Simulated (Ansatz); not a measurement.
Program: Ansatz. Geometries: PBE0-D4/def2-TZVP. ΔE: electronic, gas phase. CCSD(T)/CBS is the MP2 limit (def2-TZVPP, def2-QZVPP) plus CCSD(T) − MP2 in def2-TZVPP, frozen cores. This one scheme is used for every species. For Zn outer-core shells are correlated without core-valence functions, which leaves a few kJ/mol of doubt a bond. Scalar relativity is left out up to krypton.

Consider the substitution at a C–Zn bond: `B[CH](C)[ZnH]` + H–F → `BC(C)F` + `[ZnH2]`.

| species | MP2/def2-TZVPP energy (Eh) |
| --- | --- |
| `B[CH](C)[ZnH]` | -1883.27579 |
| H–F | -100.33585 |
| `BC(C)F` | -204.10338 |
| `[ZnH2]` | -1779.45704 |

**Question.** Work out ΔE.

**Answer.** ΔE = (-204.10338) + (-1779.45704) − (-1883.27579) − (-100.33585) = 0.05122 Eh = +134.5 kJ/mol. CCSD(T)/CBS gives +122.2 kJ/mol.

Largest T1 diagnostic among the species: 0.016.

In def2-TZVPP, CCSD(T) changes the Hartree–Fock value by +57.9 kJ/mol (the triples alone add +8.5 kJ/mol) and MP2 by +74.6 kJ/mol. The D4 term adds +7.3 kJ/mol with B3LYP and +3.9 kJ/mol with PBE0; it sums over pairs of atoms, weighted by their polarisabilities, and B3LYP, whose exchange is more repulsive, gets the larger term.

B3LYP here is the variant with VWN-RPA as its local correlation; programs differ in this.
